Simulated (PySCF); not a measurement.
Working out the ionisation energy of N⁺

N⁺ [He] 2s2 2p2 (3P) → N²⁺ [He] 2s2 2p1 (2P). Calculation: PySCF 2.14, in x2c-SVPall; the spin-free X2C one-electron Hamiltonian (Gaussian nucleus). Frozen: 1s2. Energies in hartree (1 hartree = 27.21139 eV):

```json
{"part": "UHF", "N⁺ (lower)": "-53.849865", "N²⁺ (upper)": "-52.771246"}
{"part": "CCSD correlation", "N⁺ (lower)": "-0.075592", "N²⁺ (upper)": "-0.075673"}
{"part": "(T)", "N⁺ (lower)": "-0.000830", "N²⁺ (upper)": "-0.000627"}
```

What does Hartree-Fock give?

(-52.771246) − (-53.849865) = 1.078619 hartree = 29.351 eV.

What do CCSD and CCSD(T) give?

The CCSD correlation energies differ by -0.000081 hartree = -0.002 eV and the triples by 0.000203 hartree = 0.006 eV, so CCSD gives 29.349 eV and CCSD(T) 29.355 eV.

Reference: 29.601 eV (semi-empirical (NIST evaluation); NIST Atomic Spectra Database, ionization energies), between the lowest levels; spin-orbit coupling is absent from the calculation.

A double-zeta basis recovers only part of the correlation energy.

What remains against the reference includes basis incompleteness, the frozen core and higher excitations.
